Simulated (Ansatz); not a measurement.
`[SiH3]C[SiH2]C=S` + H₂ → `[SiH3]C=S` + `C[SiH3]` at 400 K and 1 bar (hydrogenolysis of the Si–C bond).

Computed with Ansatz on PBE0-D4/def2-TZVP structures; ΔE is electronic, products minus reactants. CBS: MP2 limit from def2 TZ/QZ plus the TZ coupled-cluster correction, frozen cores. This one scheme is used for every species. One conformer a species, not always the lowest.

| species | CCSD(T)/CBS energy (Eh) | H − E (kJ/mol) | S (J/(mol·K)) |
| --- | --- | --- | --- |
| `[SiH3]C[SiH2]C=S` | -1056.82930 | 264.0 | 428.7 |
| H₂ | -1.17544 | 38.0 | 139.0 |
| `[SiH3]C=S` | -727.26865 | 130.0 | 321.6 |
| `C[SiH3]` | -330.73916 | 180.9 | 277.1 |

H − E and S are ideal-gas, rigid-rotor, harmonic terms from PBE0-D4/def2-TZVP, for one conformer and one mirror image of each species. The MP2-based limit puts H₂ 0.8 mEh under its directly extrapolated value; such offsets cancel only in part. 1 Eh = 2625.50 kJ/mol, R = 8.31446 J/(mol·K).

**Question.** By hand: ΔE, ΔH, ΔS and ΔG.

**Answer.** ΔE = (-727.26865) + (-330.73916) − (-1056.82930) − (-1.17544) = -0.00307 Eh = -8.1 kJ/mol. Δ(H − E) = 130.0 + 180.9 − 264.0 − 38.0 = 8.9, so ΔH = 0.8 kJ/mol. ΔS = 321.6 + 277.1 − 428.7 − 139.0 = 31.0 J/(mol·K). ΔG = 0.8 − 400 × (31.0)/1000 = -11.6 kJ/mol.

**Question.** By hand: the equilibrium constant, and the temperature at which ΔG would vanish if ΔH and ΔS stayed fixed.

**Answer.** log₁₀ K = −ΔG/(RT ln 10) = 1.5. ΔG = 0 at ΔH/ΔS = 26 K, though so small a ΔH makes that figure unsure.

TΔS isn't small against ΔH here. A doubt of 5 kJ/mol in ΔE shifts log₁₀ K by 0.7 here. Other conformers and mirror images would add mixing entropy, several J/(mol·K) or more a flexible species. Modes under 60 cm⁻¹, often nearly free rotors, make the harmonic entropy too high. These are equilibria of isolated gas molecules and say nothing of rates. Largest T1 diagnostic: 0.015 (customary marks: 0.02 for closed shells, 0.045 for open ones).
